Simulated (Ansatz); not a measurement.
Species: ethenyl(methoxymethyl)silane, C4H10OSi (charge 0, singlet). 
Coordinates optimised at B3LYP-D3(BJ)/def2-TZVP (Ansatz, a program for electronic structure):
SMILES: C=C[SiH2]COC
```xyz
16

C      2.8066    -1.1150    -0.2429
C      1.5920    -0.7561    -0.6547
Si     0.7990     0.8755    -0.2422
C     -0.8167     0.6104     0.7076
O     -1.6772    -0.1745    -0.1059
C     -2.9192    -0.4498     0.5060
H      3.2422    -2.0775    -0.4914
H      3.4229    -0.4585     0.3628
H      1.0247    -1.4610    -1.2580
H      1.7244     1.6629     0.6116
H      0.4964     1.6415    -1.4755
H     -0.6164     0.1029     1.6630
H     -1.2851     1.5758     0.9524
H     -3.5008    -1.0518    -0.1911
H     -3.4666     0.4753     0.7275
H     -2.7859    -1.0084     1.4413
```
Charge 0, spin multiplicity 1.

Dipole moments at this geometry, in debye (magnitudes).

```json
[
 {"level": "r2SCAN/def2-TZVPD", "program": "Ansatz", "dipole (D)": "1.24"},
 {"level": "B3LYP/def2-TZVPD", "program": "Ansatz", "dipole (D)": "1.26"},
 {"level": "r2SCANh/def2-TZVPD", "program": "Ansatz", "dipole (D)": "1.26"},
 {"level": "r2SCAN0/def2-TZVPD", "program": "Ansatz", "dipole (D)": "1.29"},
 {"level": "CAM-B3LYP/def2-TZVPD", "program": "Ansatz", "dipole (D)": "1.30"},
 {"level": "CCSD(T)/aug-cc-pV(D+d)Z", "program": "Ansatz", "dipole (D)": "1.26"}
]
```
